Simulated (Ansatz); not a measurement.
Program: Ansatz. Geometries: PBE0-D4/def2-TZVP. ΔE: electronic, gas phase. CBS: MP2 limit from def2 TZ/QZ plus the TZ coupled-cluster correction, frozen cores. This one scheme is used for every species. Functionals use def2-TZVPP. No spin–orbit coupling; open shells (•) take unrestricted orbitals. One conformer a species, not always the lowest.

Reaction (homolysis of the B–N bond): `OBN[SiH3]` → `[BH]O`• + `[NH][SiH3]`•

```csv
species,LC-ωPBE energy (Eh)
`OBN[SiH3]`,-447.92594
`[BH]O`•,-101.21225
`[NH][SiH3]`•,-346.49281
```

Problem. Work out ΔE.

Solution. ΔE = (-101.21225) + (-346.49281) − (-447.92594) = 0.22088 Eh = +138.6 kcal/mol. CCSD(T)/CBS gives +143.4 kcal/mol.

Largest T1 diagnostic among the species: 0.016.

Leaving LDA and LC-ωPBE aside and taking each functional with its dispersion term where it has one, the values, not all of them listed here, spread over 9.0 kcal/mol, from revPBE-D4 to ωB97M-V. LDA lies +20.2 kcal/mol from PBE without D4, its usual overbinding. The D4 term adds +2.9 kcal/mol with B3LYP and +1.5 kcal/mol with PBE0; it sums over pairs of atoms, weighted by their polarisabilities, and B3LYP, whose exchange is more repulsive, gets the larger term. At CCSD(T), def2-SVP lies −2.2 kcal/mol from the extrapolated value and def2-TZVPP −2.9 kcal/mol.

B3LYP here is the variant with VWN-RPA as its local correlation; programs differ in this.
